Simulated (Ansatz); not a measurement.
Start from `[SiH3][O][GaH][SiH3]` and change one element to get `[SiH3]BO[SiH3]`.

Ansatz, PBE0-D4/def2-TZVP geometries, multiplicity 1. Each molecule was computed in one conformer, which needn't be the lowest.

Scalar relativity is left out up to krypton.

```tsv
property	`[SiH3][O][GaH][SiH3]`
size of the dipole moment (B3LYP/def2-TZVPP) / D	1.47
HOMO–LUMO gap (PBE0/def2-TZVPP) / eV	5.90
HOMO–LUMO gap (ωB97M-V/def2-TZVPP) / eV	9.69
HOMO energy (PBE0/def2-TZVPP) / eV	-7.74
size of the dipole moment (ωB97M-V/def2-TZVPP) / D	1.52
HOMO energy (PBE/def2-TZVPP) / eV	-6.57
```

(1) Give the same properties after the change, and the shifts. (An estimate is asked.)

Results:

(1) Computed: 
```json
{"property": "size of the dipole moment (B3LYP/def2-TZVPP) / D", "`[SiH3]BO[SiH3]`": "1.67", "shift": "0.20"}
{"property": "HOMO–LUMO gap (PBE0/def2-TZVPP) / eV", "`[SiH3]BO[SiH3]`": "6.39", "shift": "0.49"}
{"property": "HOMO–LUMO gap (ωB97M-V/def2-TZVPP) / eV", "`[SiH3]BO[SiH3]`": "10.52", "shift": "0.83"}
{"property": "HOMO energy (PBE0/def2-TZVPP) / eV", "`[SiH3]BO[SiH3]`": "-7.65", "shift": "0.09"}
{"property": "size of the dipole moment (ωB97M-V/def2-TZVPP) / D", "`[SiH3]BO[SiH3]`": "1.66", "shift": "0.14"}
{"property": "HOMO energy (PBE/def2-TZVPP) / eV", "`[SiH3]BO[SiH3]`": "-6.40", "shift": "0.17"}
```

With PBE0 the HOMO rises by 0.09 eV and the LUMO rises by 0.57 eV, so the gap widens by about 0.48 eV. PBE moves the HOMO by 0.17 eV and ωB97M-V by -0.03 eV. Dipoles are sizes alone; their direction can turn.

Positive LUMOs are unbound, so they and the gaps depend on the basis.

B3LYP here is the variant with VWN-RPA as its local correlation; programs differ in this.
